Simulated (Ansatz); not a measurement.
The cluster B2P2⁺. Charge 1, multiplicity 4. Geometry PBE-D4/def2-TZVP; atoms count from 1.

```xyz
4

B    -0.933   -0.110   -0.266
B     0.933    0.110    0.266
P    -0.455    0.362    1.449
P     0.455   -0.362   -1.449
```

At PBE0-D4/def2-TZVP a doublet of charge 1 lies 1.21 eV below the quartet, each at its own geometry. The structure comes from a short search, and lower isomers may exist.

Q: Estimate the Mulliken populations from the PBE0/def2-TZVP orbitals of Ansatz.

A: 
| atom | charge (e) | spin (α − β) |
| --- | --- | --- |
| B1 | 0.18 | 0.56 |
| B2 | 0.18 | 0.56 |
| P3 | 0.32 | 0.94 |
| P4 | 0.32 | 0.94 |
Mulliken values and Mayer orders depend strongly on the basis.

Q: Where does the spin sit?

A: Summed by element: B 1.12, P 1.88, of 3 unpaired in all. Largest on single atoms: P3 0.94, P4 0.94, B1 0.56.

Q: And the Mayer bond orders between bonded heavy atoms (over 0.3)?

A: B1–B2 0.67 (1.95 Å); B1–P3 1.21 (1.84 Å); B1–P4 1.21 (1.84 Å); B2–P3 1.21 (1.84 Å); B2–P4 1.21 (1.84 Å). Values over 0.3 also appear between atoms too far apart for a bond (P3–P4 0.46 at 3.12 Å); they arise where an orbital or an unpaired electron spreads over both atoms.
